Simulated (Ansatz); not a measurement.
Geometry optimisation, Ansatz 0.2.0, RKS B3LYP/def2-SVP.

input.yaml

```yaml
crystal:
  periodic: [false, false, false]
  atoms:
    - { symbol: "N", position_ang: [-0.1398, 0.8787, -1.6211] }
    - { symbol: C, position_ang: [-0.3867, 0.2884, -0.5244] }
    - { symbol: Si, position_ang: [1.0223, -0.3059, 0.5067] }
    - { symbol: S, position_ang: [-1.9598, 0.023, -0.0316] }
    - { symbol: H, position_ang: [-1.1078, 1.1444, -2.0465] }
    - { symbol: H, position_ang: [0.57078, -1.05207, 1.75533] }
    - { symbol: H, position_ang: [1.95273, 0.79068, 0.98509] }
    - { symbol: H, position_ang: [1.88398, -1.2655, -0.19434] }
    - { symbol: H, position_ang: [-1.7834, -0.6244, 1.1593] }
basis:
  gaussian: { orbitals: def2-SVP }
hamiltonian:
  xc: b3lyp
relax:
  f_tol: 0.015
  max_steps: 40
```

Launched with:

```bash
$ ansatz run input.yaml --threads 1 --pin off --max-ram 2048MiB --backend cpu --events-out ev --progress --plain --runs-dir out
```

Problem. Where does it end, and by what steps?

Solution. It converged. After 7 steps the energy has fallen by 0.433 eV; H5 moved furthest, 0.20 Å.

```csv
step,energy less start (eV),largest force component (eV/Å),accepted
0,0.0000,3.179,yes
1,-0.3128,1.747,yes
2,-0.3900,0.993,yes
3,-0.4134,0.598,yes
4,-0.4320,0.106,yes
5,-0.4319,0.250,no
6,-0.4331,0.041,yes
7,-0.4334,0.010,yes
```

```xyz
9
Properties=species:S:1:pos:R:3
N -0.116 0.858 -1.586
C -0.416 0.267 -0.499
Si 1.076 -0.334 0.537
S -2.112 0.014 0.056
H -0.932 1.179 -2.126
H 0.603 -1.049 1.759
H 1.884 0.848 0.940
H 1.894 -1.259 -0.293
H -1.829 -0.646 1.201
```

Run time: 31 s on 1 thread of Arm Neoverse V2 (shared host), peak memory 0.18 GiB.
